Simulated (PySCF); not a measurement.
## Deuteron quadrupole couplings in `C=CC#CC(=O)C=O`

C₆H₄O₂.
Structure used (GFN2-xTB), in Å, numbered top down from 1:
```
atom  x, y, z in Å
C1    -2.4830    1.1436    0.0765
C2    -2.0863   -0.1234   -0.0325
C3    -0.7319   -0.4887    0.0022
C4     0.4362   -0.8079    0.0303
C5     1.8206   -1.1163    0.0700
O6     2.3057   -2.2229   -0.0187
C7     2.7166    0.1127    0.2403
O8     2.3257    1.2401    0.3343
H9    -1.7723    1.9443    0.1959
H10   -3.5254    1.4109    0.0481
H11   -2.7932   -0.9345   -0.1528
H12    3.7884   -0.1586    0.2686
```

Level: B3LYP/pcJ-1 (PySCF, non-relativistic); Q(2H) = 0.00286 b; rigid geometry, the same for H and D, with no vibrational averaging.

**Question.** Rank these positions by the coupling χzz of a deuteron there, largest first.
A. H10 (vinylic hydrogen)
B. H11 (vinylic hydrogen)
C. H12 (formyl hydrogen)

**Answer.** A (216 kHz), B (207 kHz), C (175 kHz).

**Question.** Tabulate Vzz, the asymmetry η and χzz = 234.96 MHz × Q × Vzz for every hydrogen position.

**Answer.** 
| atom | bonded to | bond length (Å) | Vzz (au) | η | χzz (kHz) |
| --- | --- | --- | --- | --- | --- |
| H9 | C1 | 1.077 | 0.3165 | 0.04 | 213 |
| H10 | C1 | 1.077 | 0.3216 | 0.04 | 216 |
| H11 | C2 | 1.083 | 0.3085 | 0.08 | 207 |
| H12 | C7 | 1.106 | 0.2606 | 0.01 | 175 |

**Question.** A static deuteron (I = 1) shows a doublet split by (3/2)χ, (3/4)χ(1 + η) and (3/4)χ(1 − η) with the field along z, y and x of the gradient. What are these for H9?

**Answer.** With |χ| = 212.7 kHz and η = 0.043: 319, 166 and 153 kHz, to first order and without motion.

Isolated species at its GFN2-xTB geometry (one conformer only). GFN2-xTB bond lengths can be off by several hundredths of an ångström, more for odd bonds, and the gradients follow them. The small basis limits the accuracy of the gradients.
